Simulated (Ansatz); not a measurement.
Geometry optimisation, RKS r2SCAN/def2-SVP (Ansatz).

Input:

```yaml
crystal:
  periodic: [false, false, false]
  atoms:
    - { symbol: Hf, position_ang: [0.128913, -0.596689, -0.463054] }
    - { symbol: F, position_ang: [0.044948, 0.067345, 2.642572] }
    - { symbol: F, position_ang: [1.639016, -0.14878, -1.517467] }
    - { symbol: F, position_ang: [-0.596545, 1.032568, 0.194904] }
    - { symbol: Cl, position_ang: [-1.488003, -1.647573, -1.802976] }
    - { symbol: P, position_ang: [1.01047, -2.422632, 1.139109] }
    - { symbol: H, position_ang: [0.462676, -3.506574, 0.387804] }
    - { symbol: H, position_ang: [2.278359, -2.486982, 0.48196] }
    - { symbol: H, position_ang: [0.349566, -0.724183, 3.017148] }
basis:
  gaussian: { orbitals: def2-SVP }
hamiltonian:
  xc: r2scan
relax:
  f_tol: 0.03
  max_steps: 50
output:
  orbitals: {}
```

Command:

```bash
$ ansatz run input.yaml --threads 4 --pin off --max-ram 5120MiB --backend cpu --events-out ev --progress --plain --runs-dir out
```

Question: Where does it end, and by what steps?

Answer: The run converged. The force dipped under the threshold on the way, but the program's further checks kept it going. After 35 steps the energy has fallen by 2.388 eV; H9 moved furthest, 2.40 Å. Parted: F2–H9 (0.93 → 3.69 Å). Joined: Hf1–F2 (3.18 → 1.92 Å), P6–H9 (2.62 → 1.42 Å).

```tsv
step	energy less start (eV)	largest force component (eV/Å)	accepted
0	0.0000	0.391	yes
2	-0.1069	0.582	yes
4	-0.2366	1.145	no
6	-0.3254	0.263	yes
8	-0.3389	0.313	yes
10	-0.3761	0.965	yes
12	-0.7372	1.455	yes
14	-1.6822	0.897	yes
16	-2.0882	0.647	yes
18	-2.1670	1.764	no
20	-2.3026	0.103	yes
22	-2.3387	0.223	yes
24	-2.3496	0.090	yes
26	-2.3531	0.353	yes
28	-2.3735	0.083	yes
30	-2.3794	0.136	yes
32	-2.3839	0.175	yes
34	-2.3882	0.017	yes
35	-2.3883	0.029	yes
```

```xyz
9
Properties=species:S:1:pos:R:3
Hf -0.154 0.068 -0.077
F -0.780 0.146 1.733
F 1.710 0.434 -0.337
F -0.905 1.685 -0.754
Cl -1.149 -1.563 -1.501
P 1.066 -2.361 1.062
H 0.218 -3.376 1.578
H 1.859 -3.181 0.218
H 1.966 -2.284 2.159
```

Whether the end is a true minimum wasn't checked by a vibrational analysis.

Time of the run: 120 s on 4 threads of Arm Neoverse V2, on a shared host, peak memory 0.24 GiB.
